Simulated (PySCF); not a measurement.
ClH8NOSi3. Atoms are numbered in the order given.

```xyz
14

Si     0.0918    -1.0170     0.2712
Cl     0.8818    -0.3604     2.0905
N     -1.6018    -0.7734     0.1662
Si    -2.3858     0.4816    -0.7811
O      0.7445    -0.0831    -0.9191
Si     1.8275     1.1689    -1.1589
H      0.4855    -2.4353     0.1421
H     -2.2083    -1.3603     0.7333
H     -3.8189     0.4918    -0.3716
H     -2.3027     0.2235    -2.2466
H     -1.7826     1.8173    -0.5119
H      1.3892     2.3787    -0.4110
H      3.1865     0.7639    -0.7042
H      1.8492     1.4563    -2.6168
```
Charge 0, spin multiplicity 1.

Geometry: B3LYP-D3(BJ)/def2-SVP. The values are those of a single conformer.

Level of theory: PBE/def2-TZVP (PySCF).

Isolated molecule, no solvent.

Computed frontier levels, gap, dipole moment and polarisability:
- highest occupied level: -6.55 eV
- lowest empty level: -0.97 eV
- orbital gap: 5.58 eV
- dipole moment: 1.16 D
- quadrupole, principal values (traceless, Buckingham form, about the centre of nuclear charge): -7.55, -1.67, 9.22 D·Å
- mean static polarisability: 98.9 bohr³ (14.66 Å³)
- polarisability, principal values: 88.0, 99.3, 109.4 bohr³
